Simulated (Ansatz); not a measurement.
An input meant for SbMe3 (C3H9Sb) (charge 0, singlet).

```yaml
crystal:
  periodic: [false, false, false]
  atoms:
    - {symbol: C, position_ang: [1.853823, -0.009238, 0.039047]}
    - {symbol: C, position_ang: [-0.918917, 1.608786, 0.048040]}
    - {symbol: C, position_ang: [-0.933987, -1.599235, 0.050799]}
    - {symbol: Sb, position_ang: [0.005365, 0.001401, 1.223936]}
    - {symbol: H, position_ang: [2.467236, 0.876453, 0.295642]}
    - {symbol: H, position_ang: [1.611094, 0.011457, -1.041721]}
    - {symbol: H, position_ang: [2.437367, -0.922416, 0.267633]}
    - {symbol: H, position_ang: [-0.810795, 1.397182, -1.034058]}
    - {symbol: H, position_ang: [-0.429032, 2.573343, 0.285167]}
    - {symbol: H, position_ang: [-1.994112, 1.685700, 0.302318]}
    - {symbol: H, position_ang: [-2.015654, -1.645996, 0.284208]}
    - {symbol: H, position_ang: [-0.473193, -2.572231, 0.310593]}
    - {symbol: H, position_ang: [-0.799196, -1.405215, -1.031604]}
basis:
  gaussian: {orbitals: def2-mTZVPP}
total_charge: 2
hamiltonian: {xc: {name: B3LYP5}}
scf: {lower_state_search: off}
output: {forces: true}
```

```sh
$ ansatz run in.yaml --threads 2 --pin off --events-out ev --progress --plain --max-ram 4352MiB
```

Output, abridged:

```
Functional definition: B3LYP5
1382 factors; integrals over basis functions are off by at most 1.2e-3 eV
mean field evaluation 1: about -9736.8850 eV, gradient 1.2e2 eV
mean field evaluation 2: about -9664.6652 eV, gradient 1.7e2 eV
mean field evaluation 4: about -9769.0376 eV, gradient 2.2e1 eV
mean field evaluation 8: about -9770.4210 eV, gradient 6.0e-1 eV
mean field evaluation 16: about -9770.6028 eV, gradient 1.2e-3 eV
mean field -9770.60279013 eV, -359.0630297848 hartree, gradient 3.9e-6 eV, S^2 0.000000; 0 other end points of the search recorded, 0 dependent functions left out
reference -9770.60304169 eV, -359.0630390296 hartree; 24, 24 occupied and 114, 114 virtual orbitals, 1382 factors
Total energy: -9770.60304169 eV, -359.0630390296 hartree
Atom 0 at     1.853823    -0.009238     0.039047 Å, force     2.846634    -0.042985     1.400643 eV/Å
Atom 1 at    -0.918917     1.608786     0.048040 Å, force    -1.395885     2.473221     1.417722 eV/Å
Atom 2 at    -0.933987    -1.599235     0.050799 Å, force    -1.454560    -2.436229     1.422817 eV/Å
Atom 3 at     0.005365     0.001401     1.223936 Å, force    -0.017809    -0.003694    -4.799340 eV/Å
Atom 4 at     2.467236     0.876453     0.295642 Å, force    -0.284591    -0.403740    -0.074448 eV/Å
Atom 5 at     1.611094     0.011457    -1.041721 Å, force    -1.108871     0.028232     0.302581 eV/Å
Atom 6 at     2.437367    -0.922416     0.267633 Å, force    -0.284757     0.412926    -0.033913 eV/Å
Atom 7 at    -0.810795     1.397182    -1.034058 Å, force     0.545924    -0.968729     0.295981 eV/Å
Atom 8 at    -0.429032     2.573343     0.285167 Å, force    -0.214297    -0.450260    -0.047987 eV/Å
Atom 9 at    -1.994112     1.685700     0.302318 Å, force     0.494590    -0.042981    -0.064503 eV/Å
Atom 10 at    -2.015654    -1.645996     0.284208 Å, force     0.500077     0.038879    -0.035940 eV/Å
Atom 11 at    -0.473193    -2.572231     0.310593 Å, force    -0.208738     0.446863    -0.077686 eV/Å
Atom 12 at    -0.799196    -1.405215    -1.031604 Å, force     0.582284     0.948497     0.294074 eV/Å
Dipole moment:    -0.000917    -0.000246    -0.283049 e Å
Checks for a lower state left out: stability, starts, cluster_reference, orbital_swaps, neighbouring_geometries, increment
```

In this input the charge is far from what the species holds (2 typed, 0 meant). The calculation finished and met its thresholds. The result belongs to that input, not to the species as meant.

In the def2 sets Sb takes a core potential; there is no spin–orbit coupling.
